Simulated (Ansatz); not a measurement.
Geometry optimisation, Ansatz, RKS r2SCAN/STO-3G.

The input (input.yaml):

```yaml
crystal:
  periodic: [false, false, false]
  atoms:
    - { symbol: B, position_ang: [-0.26294, 1.81712, -1.01678] }
    - { symbol: C, position_ang: [0.35441, 0.44715, -1.02532] }
    - { symbol: Si, position_ang: [0.18348, -0.73782, 0.29323] }
    - { symbol: C, position_ang: [-0.11296, -1.91781, 1.55848] }
    - { symbol: H, position_ang: [-0.11793, 2.53259, -1.93782] }
    - { symbol: H, position_ang: [-0.89004, 2.18816, -0.08801] }
    - { symbol: H, position_ang: [0.92127, 0.10245, -1.88933] }
    - { symbol: H, position_ang: [-0.56044, -1.61466, 2.49418] }
    - { symbol: H, position_ang: [0.48514, -2.81719, 1.61137] }
basis:
  gaussian: { orbitals: STO-3G }
hamiltonian:
  xc: r2scan
relax:
  f_tol: 0.02
  max_steps: 40
output:
  orbitals: {}
```

Launched with:

```bash
$ ansatz run input.yaml --threads 1 --pin off --max-ram 2048MiB --backend cpu --events-out ev --progress --plain --runs-dir out
```

Question: Where does it end, and by what steps?

Answer: It converged. Limits of this set-up: minimal basis. After 19 steps the energy has fallen by 1.230 eV; H8 moved furthest, 1.18 Å.

| step | energy less start (eV) | largest force component (eV/Å) | accepted |
| --- | --- | --- | --- |
| 0 | 0.0000 | 1.810 | yes |
| 1 | -0.2955 | 0.833 | yes |
| 2 | -0.4790 | 1.459 | yes |
| 3 | -0.7377 | 1.126 | yes |
| 4 | -0.9752 | 0.902 | yes |
| 5 | -1.1301 | 0.625 | yes |
| 6 | -1.1837 | 0.297 | yes |
| 7 | -1.1938 | 0.124 | yes |
| 8 | -1.1978 | 0.159 | yes |
| 9 | -1.1986 | 0.456 | yes |
| 10 | -1.2038 | 0.217 | yes |
| 11 | -1.2095 | 0.184 | yes |
| 12 | -1.2175 | 0.402 | yes |
| 13 | -1.2256 | 0.153 | yes |
| 14 | -1.2242 | 0.329 | no |
| 15 | -1.2287 | 0.047 | yes |
| 16 | -1.2213 | 0.098 | no |
| 17 | -1.2293 | 0.035 | yes |
| 18 | -1.2283 | 0.109 | no |
| 19 | -1.2300 | 0.009 | yes |

```xyz
9
Properties=species:S:1:pos:R:3
B -0.100 1.863 -0.981
C 0.113 0.400 -0.937
Si -0.070 -0.471 0.540
C 0.032 -1.941 1.395
H 0.053 2.461 -1.979
H -0.417 2.457 -0.020
H 0.395 -0.201 -1.811
H -0.884 -2.446 1.725
H 0.879 -2.122 2.067
```

Time of the run: 42 s on 1 thread of Arm Neoverse V2 (shared host), peak memory 0.13 GiB.
